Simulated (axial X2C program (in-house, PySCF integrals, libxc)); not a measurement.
# Excited states of BTe⁻ by EOM-EE-CCSD

Calculated with an in-house all-electron X2C program for linear molecules (integrals from PySCF): two-component X2C with atomic mean-field Coulomb and Gaunt terms, Gaussian nuclei, basis Te dyall-acv3z, B dyall-av3z with contracted cores.

R = 2.071 Å (near the PBE0 minimum at charge -1 of the determinant lowest at the starting distance; the state shown can have its own minimum elsewhere).

Hartree–Fock spinors of BTe⁻ (one of each Kramers pair; a window near the gap, which can cut inner shells):

```csv
ω,occupied,ε (eV),character
1/2,yes,-16.38,"56% Te s, 17% B s, 16% B p"
1/2,yes,-8.44,"44% Te p, 33% B s, 12% Te s"
1/2,yes,-3.84,"66% Te p, 19% B p, 8% B d"
3/2,yes,-3.24,"68% Te p, 20% B p, 8% B d"
1/2,yes,-3.11,"47% B p, 26% Te p, 16% B s"
1/2,no,3.29,"87% B p, 6% Te p, 3% B s"
1/2,no,3.46,98% B p
3/2,no,3.46,97% B p
1/2,no,4.08,"49% B s, 37% Te p, 11% B p"
1/2,no,5.06,"78% Te p, 10% B s, 5% Te d"
3/2,no,5.06,"85% Te p, 7% B p, 5% Te d"
```

Vertical excitation energies from the closed-shell determinant state of BTe⁻:

```tsv
Ω	excitation (eV)	cm⁻¹	hole of the leading pair	particle of the leading pair	weight of the pair (for Ω = 0 its time-reversed partner can hold as much again)	singles weight
0⁻	2.039	16445	48% B pσ, 26% B sσ, 13% Te pσ	63% B pπ, 17% Te dπ, 8% B dπ	0.47	0.95
0⁺	2.048	16518	49% B pσ, 27% B sσ, 13% Te pσ	63% B pπ, 17% Te dπ, 9% B dπ	0.47	0.95
1	2.078	16763	49% B pσ, 26% B sσ, 13% Te pσ	63% B pπ, 17% Te dπ, 8% B dπ	0.49	0.95
2	2.122	17117	49% B pσ, 26% B sσ, 13% Te pσ	60% B pπ, 17% Te dπ, 9% B dπ	0.94	0.94
1	3.091	24932	40% B pσ, 16% Te pσ, 15% Te pπ	58% B pπ, 21% Te dπ, 9% Te pπ	0.41	0.92
0⁻	3.190	25726	48% B pσ, 21% B sσ, 17% Te pσ	67% B pσ, 22% Te pσ	0.33	0.90
1	3.198	25791	48% B pσ, 22% B sσ, 17% Te pσ	71% B pσ, 19% Te pσ	0.80	0.90
0⁻	3.233	26073	48% B pσ, 25% B sσ, 14% Te pσ	82% B pσ, 8% Te pσ, 7% B sσ	0.23	0.92
1	3.243	26158	68% Te pπ, 20% B pπ, 9% B dπ	56% B pπ, 26% Te dπ, 7% Te pπ	0.41	0.92
0⁺	3.251	26219	48% B pσ, 22% B sσ, 16% Te pσ	77% B pσ, 17% Te pσ	0.44	0.89
```

This point took 33 s on 1 thread of Arm Neoverse V1, with other jobs on the host.

Reference electrons by ω block (each with its −ω partner): 1/2: 19, 3/2: 8, 5/2: 2. 10 electrons of BTe⁻ correlated (inner shells frozen), 88 natural virtual spinors (a truncated set); levels can be off by some tenths of an eV. Roots sought by Ω: (0: 5, 1: 4, 2: 3, 3: 1); rows need 60 % singles weight and stop where some Ω has no more roots. Missing are any skipped roots, higher Ω and states of a further excitation; these come out far too high here and may in truth be low or lowest. T1 of the reference 0.029 (Lee–Taylor). The highest Hartree–Fock level of the anion lies at -3.11 eV; relaxation, partly offset by correlation, puts the detachment threshold some tenths of an eV to over one eV lower in magnitude, and states above it are held by the basis set and are not bound. Number of frozen shells: Te 4 s, 3 p, 2 d; B 1 s. Large amplitudes in the reference (orbital relaxation or multireference character) lower the reliability.
